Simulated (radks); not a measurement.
The numbers below are computed, except where a source is named.
All-electron atom: Lu3+ in [Xe] 4f14. Level of theory: non-relativistic Kohn-Sham, LDA (Slater exchange, Perdew-Wang correlation), spin-polarised, spherical densities, point nucleus; relativity is left out, which matters for an element this heavy (a radial shooting solver on a logarithmic mesh with Libxc functionals).

Unscreened Slater integrals over Kohn-Sham orbitals (eV). They are taken over the spin-up orbitals.

\begin{tabular}{lr}
integral & value \\ \hline
F0(4f,4f) & 36.845 \\
F2(4f,4f) & 17.423 \\
F4(4f,4f) & 10.914 \\
F6(4f,4f) & 7.8466 \\
F0(4f,5p) & 21.148 \\
F2(4f,5p) & 6.6342 \\
G2(4f,5p) & 3.0931 \\
G4(4f,5p) & 2.4413 \\
F0(4f,5s) & 23.090 \\
G3(4f,5s) & 3.4087 \\
F0(4f,4d) & 40.179 \\
F2(4f,4d) & 19.255 \\
F4(4f,4d) & 12.282 \\
G1(4f,4d) & 22.424 \\
G3(4f,4d) & 14.164 \\
G5(4f,4d) & 10.035 \\
F0(5p,5p) & 17.298 \\
F2(5p,5p) & 9.3332 \\
F0(5p,5s) & 18.197 \\
G1(5p,5s) & 12.506 \\
F0(5p,4d) & 21.818 \\
F2(5p,4d) & 5.6774 \\
G1(5p,4d) & 1.4892 \\
G3(5p,4d) & 1.4632 \\
F0(5s,5s) & 19.282 \\
F0(5s,4d) & 23.950 \\
G2(5s,4d) & 1.9993 \\
F0(4d,4d) & 44.533 \\
F2(4d,4d) & 22.625 \\
F4(4d,4d) & 15.135 \\
\end{tabular}
